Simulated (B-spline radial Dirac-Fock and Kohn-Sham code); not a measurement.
**L3 edges in EELS at 100 kV and 5 mrad, Al to Pr**

Calculated with an atomic code on a B-spline grid, using the first Born approximation with generalised oscillator strengths from a Dirac-Hartree-Slater potential (longitudinal and transverse terms; continuum final states only, so no white lines or fine structure). Partial cross sections in barn for windows above the edge. Edges are tabulated values, any marked * orbital energies of the model.

```
 Z  element  edge (eV)  Δ = 50 eV  Δ = 100 eV  Δ = 200 eV
13       Al      72.50      57300       81500       93700
19        K      294.6       6120        9050       11900
24       Cr      574.1        837        1430        2150
26       Fe      706.8        395         714        1130
27       Co      778.1        288         529         852
32       Ge     1217.0       59.4         116         202
34       Se     1433.9       33.4        64.5         114
35       Br     1550.0       25.6        49.0        86.4
40       Zr     2223.0       6.45        12.3        22.2
41       Nb     2371.0       5.06        9.62        17.4
42       Mo     2520.0       3.90        7.48        13.6
44       Ru     2838.0       2.35        4.59        8.50
46       Pd     3173.0       1.50        2.95        5.50
50       Sn     3929.0      0.590        1.19        2.28
51       Sb     4132.0      0.488       0.976        1.87
55       Cs     5012.0      0.240       0.459       0.867
57       La     5483.0      0.156       0.306       0.588
59       Pr     5964.0      0.112       0.219       0.421
```
